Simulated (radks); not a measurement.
Problem. Ionisation ladder of rubidium, from Rb XVIII to Rb XXIX. Each ion is in the ground configuration listed by NIST, and IE = E(next ion) - E(this ion). Method: non-relativistic Kohn-Sham, r2SCAN, spin-polarised, spherical densities, point nucleus; open shells are filled with parallel spins first (spin-orbit coupling, left out, can overturn this in heavy ions); meta-GGA in the generalised Kohn-Sham scheme; relativity is left out, which matters for an element this heavy; computed with a radial shooting solver on a logarithmic mesh with Libxc functionals.

species    configuration  IE, Delta-SCF (eV)  <r> HOMO (bohr)
Rb XVIII        [Ar] 3d2              654.64            0.423
Rb XIX          [Ar] 3d1                   ?            0.415
Rb XX               [Ar]                   ?            0.452
Rb XXI      [Ne] 3s2 3p5                   ?            0.447
Rb XXII     [Ne] 3s2 3p4              951.41            0.443
Rb XXIII    [Ne] 3s2 3p3              1019.0            0.436
Rb XXIV     [Ne] 3s2 3p2                   ?            0.432
Rb XXV      [Ne] 3s2 3p1              1116.9            0.427
Rb XXVI         [Ne] 3s2              1218.0            0.440
Rb XXVII        [Ne] 3s1              1272.9            0.436
Rb XXVIII           [Ne]              3135.3            0.153
Rb XXIX     [He] 2s2 2p5              3274.2            0.152

Estimate the withheld Delta-SCF values.

Solution. Rb XIX: 705.96 eV (NIST 706); Rb XX: 858.55 eV (NIST 857); Rb XXI: 905.32 eV (NIST 905); Rb XXIV: 1068.3 eV (NIST 1080).
